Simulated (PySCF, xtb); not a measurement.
Ge(H)2(F)(Et) (C2H7FGe), SMILES C[CH2][GeH2][F].

GFN2-xTB (xtb 6.7.1) at its own geometry gives an orbital gap of 7.30 eV and a dipole moment of 3.13 D.

Geometry optimised at B3LYP-D3(BJ)/def2-SVP. Other conformers were not sampled.

Problem. What does PBE/def2-TZVP run with PySCF give? (Estimate from the structure and the level; the computed values follow.)

Solution. gap 6.60 eV (levels -7.18 and -0.58 eV), dipole 2.35 D.
